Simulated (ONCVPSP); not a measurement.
## What one change does to a pseudopotential (scandium (Sc), ONCV)

```
Element                 : Sc (Z = 21)
Generator               : ONCVPSP 4.0.1
Type                    : optimised norm-conserving Vanderbilt (ONCV)
Functional              : PBE
Relativity              : scalar-relativistic
Frozen core             : [Ne] 3s2
Valence charge          : 9
Reference configuration : 3p6 3d1 4s1 (charge +1)
Partial waves           : 4s: rc 2.35 bohr, ncon 4, nbas 8, qcut 2.2 1/bohr, 3 projectors, debl 1 Ha; 3p: rc 1.85 bohr, ncon 5, nbas 9, qcut 7.2 1/bohr, 2 projectors, debl 2.5 Ha; 3d: rc 1.55 bohr, ncon 4, nbas 9, qcut 12.1 1/bohr, 2 projectors, debl 3.4 Ha
Local potential         : polynomial inside 1.40 bohr (lpopt 3, dvloc0 0 Ha)
Core correction         : Teter function, fcfact 5.25, rcfact 1.65
```

Change: core correction Teter function, fcfact 5.25, rcfact 1.26.

Cutoffs: the cutoffs (Ha) at which the residual kinetic energy of the hardest occupied pseudo-wave falls to 1 and 0.1 mHa per electron; they do not see the model core or the augmentation charge, which bear on the density cutoff. Errors are all-electron minus pseudo energies relative to the spin-unpolarised reference configuration.

**Question.** Predict the effect on cutoff, ghosts and configuration errors.

**Answer.** The potential gets neither clearly harder nor softer (43 Ha and 51 Ha → 43 Ha and 51 Ha); both files keep a bound ghost (s); the errors of the 4 common tests hardly move. A model core, the more so a compact one, raises the density cutoff, which this test does not measure.

| quantity | base | changed |
| --- | --- | --- |
| cutoff, loose | 43 Ha | 43 Ha |
| cutoff, tight | 51 Ha | 51 Ha |
| bound ghosts | s | s |
| GHOST(+) flags under 300 eV | s at 89.0 eV | s at 89.0 eV |
| error for 3p6 3d1 4s2, meV [ΔE -6.90 eV] | +1.4 | +1.5 |
| error for 3p6 3d1 4s0, meV [ΔE 12.77 eV] | +16 | +16 |
| error for 3p6 3d0 4s0, meV [ΔE 37.64 eV] | +131 | +137 |
| error for 3p6 3d0 4s2, meV [ΔE 1.48 eV] | -118 | -112 |
| s: phases at 2.39 bohr within 0.05 rad from the reference energy up to (Ha; the scan ends near 5) | 3.2 | 3.2 |
| p: phases at 1.88 bohr within 0.05 rad from the reference energy up to (Ha; the scan ends near 5) | to the end of the scan | to the end of the scan |
| d: phases at 1.57 bohr within 0.05 rad from the reference energy up to (Ha; the scan ends near 5) | to the end of the scan | to the end of the scan |
| rms error of d²Exc/dni dnj with the model core, mHa | 1.57 | 3.88 |

 A true bound ghost makes a file unfit for plane-wave use even where its test errors are small: the radial tests pick states by their node count and pass the ghost by.
